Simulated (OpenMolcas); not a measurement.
# Ta2+: from CASSCF to CASPT2

```yaml
Program: OpenMolcas
Basis: ANO-R2 [8s6p5d3f1g]
Scalar_Hamiltonian: X2C, finite nucleus
Active_space: 3 electrons in 5 orbitals (5d)
State_averaging: 2S+1 = 4 even, 10 roots; 2S+1 = 2 even, 40 roots
Spin-orbit_coupling: state interaction with AMFI integrals over the reference wave functions, term energies averaged over their components
```

Methods on the same reference wave functions:
A. CASSCF
B. SS-CASPT2, IPEA 0.25 Eh, imaginary shift 0.1 Eh (closed shells correlated: 5s 5p)
C. MS-CASPT2, IPEA 0.25 Eh, imaginary shift 0.1 Eh (closed shells correlated: 5s 5p)

Energies in cm-1 above 5d3 4F 3/2.

```csv
Level,A,B,C
5d3 4F 3/2,0.0,0.0,0.0
5d3 4F 5/2,2395,2620,2670
5d3 4F 7/2,4920,5120,5180
5d3 4F 9/2,7265,7170,7250
5d3 2G 7/2,14631,12480,12540
5d3 4P 5/2,15914,14560,14550
5d3 2H 11/2,20473,18060,18850
5d3 2D 5/2(1),22462,18800,19040
5d3 2F 7/2,29227,24780,24840
5d3 2F 5/2,29483,24870,24980
5d3 2D 5/2(2),44049,37570,37490
5d3 2D 3/2(2),44441,37770,38070
```

Between B and C the level of the table that moves most is 5d3 2H 11/2, by 780 cm-1 (lowest in B, highest in C). Moves below CASPT2's spread within the term are not significant.

From A to B the spin-free energies of the other terms of 5d3 shown, above 4F, scale by factors of 0.73 to 0.86, as is usual when dynamic correlation screens the repulsion within a d or f shell.

The lowest spin-free term lies below A's lowest term by 0.214 hartree in B, 0.214 hartree in C.

CASPT2 breaks the degeneracy within a term, and the mean is taken; among the terms shown or strongly mixed into the levels shown the widest spread is 1700 cm-1 (5d3 2H, B). Configurations with an s electron lie low in 5d ions of this charge, fall among these levels and mix in, so low-spin terms can stand far too high, up to twice their true height, and weights are not those of the real levels. Without dynamic correlation excited terms often stand tens of per cent too high (terms of higher spin than the ground term too low), and those without a measured partner can miss by more than the paired ones (holds for A). The CASPT2 spread within a term exceeds the gap to the next term for 5d3 2D(1) and 5d3 2H, so the order of their levels is uncertain (holds for B). Levels of configurations outside the active space are missing. Levels that lie high or do not pair safely by name in every column are left out.

A number in round brackets counts repeated terms of one configuration in the order of the reference energies.
